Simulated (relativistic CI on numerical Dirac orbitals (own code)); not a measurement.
**One change at a time: Pd35+**

Base calculation: Dirac-Coulomb-Breit CI, KLI orbitals optimised for each configuration, QED by a radiative potential, unscaled Slater integrals.

CI space (outside the closed core [Ne]): 3s, 3p, 3d, 4s, 4p, 4d, 4f, 5s, 5p, 5d, 5f, 5g, 6s, 6p, 6d. Levels of other configurations are missing.

Variants: (1) Breit term removed. Shifts of the energy above 3s ²S1/2, in eV, for the lowest level and the first level of each name with at least 55 % of one term (blank where a level changes its place among those of its configuration and J or its character, or is not in the variant):

```
    Level     Base   Δ(1)
 3s ²S1/2     0.00   0.00
3p ²P°1/2    79.92  -0.73
3p ²P°3/2   120.83  -0.05
 3d ²D3/2   224.44  +0.30
 3d ²D5/2   233.16  +0.75
 4s ²S1/2  1028.74  +0.68
4p ²P°1/2  1061.64  +0.38
4p ²P°3/2  1078.18  +0.66
 4d ²D3/2  1117.22  +0.82
 4d ²D5/2  1121.03  +0.98
4f ²F°5/2  1141.30  +1.09
4f ²F°7/2  1142.89  +1.12
 5s ²S1/2  1483.69  +0.91
5p ²P°1/2  1500.22  +0.76
```

At this charge energies of transitions that change n are usually good to better than 1 %, and those within a shell (Δn = 0) to a few per cent.

Ionisation energy from the two ground configurations alone: base 2247.98 eV; Breit term removed 2249.1 eV. The NIST ASD value (semi-empirical) is 2248.87 eV.
